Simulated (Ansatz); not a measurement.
`C#[C][GaH][SH]`, relaxed with RKS PBE0-D4/def2-TZVP in Ansatz 0.2.0 from a GFN2-xTB geometry. The force threshold is 0.005 eV/Å; the program also tests the step.

The species carries charge 0 and has multiplicity 1.

Start:

```xyz
7

C     1.864    0.483   -0.862
C     0.718    0.173   -0.636
Ga   -1.139   -0.313   -0.216
S    -1.708   -0.470    1.919
H     2.865    0.747   -1.070
H    -2.109   -0.557   -1.413
H    -0.491   -0.063    2.278
```

Task: How much energy does the relaxation release, and in how many steps? (Estimate.)

Result: Ansatz gave: 0.06 eV, in 5 steps.

Task: Which bonds change most? (Best estimate.)

Result: The calculation gave: C2–Ga3 from 1.964 to 1.908 Å; Ga3–S4 from 2.216 to 2.192 Å; C1–H5 from 1.056 to 1.067 Å; S4–H7 from 1.333 to 1.343 Å.

Task: Give the relaxed structure. (An estimate is asked.)

Result: Ansatz gave: 
```xyz
7

C     1.855    0.482   -0.844
C     0.705    0.179   -0.628
Ga   -1.108   -0.298   -0.268
S    -1.686   -0.425    1.843
H     2.869    0.749   -1.037
H    -2.170   -0.593   -1.358
H    -0.464   -0.095    2.293
```
